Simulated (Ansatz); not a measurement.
Geometry optimisation, RKS PBE-D4/def2-SVP in Ansatz 0.2.0.

Input file:

```yaml
crystal:
  periodic: [false, false, false]
  atoms:
    - { symbol: Hf, position_ang: [0.24109, 0.54059, -0.468464] }
    - { symbol: "N", position_ang: [-0.008678, 0.138634, 2.890795] }
    - { symbol: H, position_ang: [-0.781335, -0.261536, 3.440687] }
    - { symbol: H, position_ang: [0.864337, -0.230893, 3.290539] }
    - { symbol: F, position_ang: [1.65256, -0.006836, -1.619485] }
    - { symbol: Cl, position_ang: [-1.317247, 1.659105, -1.808843] }
    - { symbol: F, position_ang: [-0.610944, -1.109156, -0.013943] }
    - { symbol: Br, position_ang: [1.359616, 2.437309, 1.030628] }
    - { symbol: H, position_ang: [0.021801, 1.165484, 3.075486] }
basis:
  gaussian: { orbitals: def2-SVP }
hamiltonian:
  xc: pbe
  dispersion: d4
relax:
  f_tol: 0.03
  max_steps: 50
```

Launched with:

```bash
$ ansatz run input.yaml --threads 4 --pin off --max-ram 5120MiB --backend cpu --events-out ev --progress --plain --runs-dir out
```

Where does it end, and by what steps?

The run converged. The force dipped under the threshold on the way, but the program's further checks kept it going. After 21 steps the energy has fallen by 1.048 eV; Cl6 moved furthest, 1.48 Å. Joined: Hf1–N2 (3.39 → 2.44 Å).

```tsv
step	energy less start (eV)	largest force component (eV/Å)	accepted
0	0.0000	1.084	yes
1	-0.2024	0.948	yes
2	-0.4168	1.208	yes
3	-0.6742	1.499	yes
4	-0.7653	0.867	yes
5	-0.8006	0.591	yes
6	-0.8175	0.198	yes
7	-0.8251	0.062	yes
8	-0.8421	0.270	yes
9	-0.8656	0.400	yes
10	-0.9030	0.535	yes
11	-0.9559	0.726	yes
12	-1.0033	0.565	yes
13	-1.0263	0.553	yes
14	-1.0365	0.379	yes
15	-1.0441	0.208	yes
16	-1.0456	0.156	yes
17	-1.0470	0.052	yes
18	-1.0475	0.012	yes
19	-1.0475	0.082	yes
20	-1.0476	0.043	yes
21	-1.0477	0.002	yes
```

```xyz
9
Properties=species:S:1:pos:R:3
Hf 0.513 0.424 0.032
N -0.287 0.443 2.339
H -1.167 -0.082 2.454
H 0.391 0.019 2.990
F 1.146 0.295 -1.774
Cl -1.618 1.408 -0.377
F 0.559 -1.451 0.457
Br 2.354 1.884 1.000
H -0.469 1.392 2.697
```

Whether the end is a true minimum wasn't checked by a vibrational analysis.

Run time: 57 s on 4 threads of Arm Neoverse V2 (shared host), peak memory 0.19 GiB.
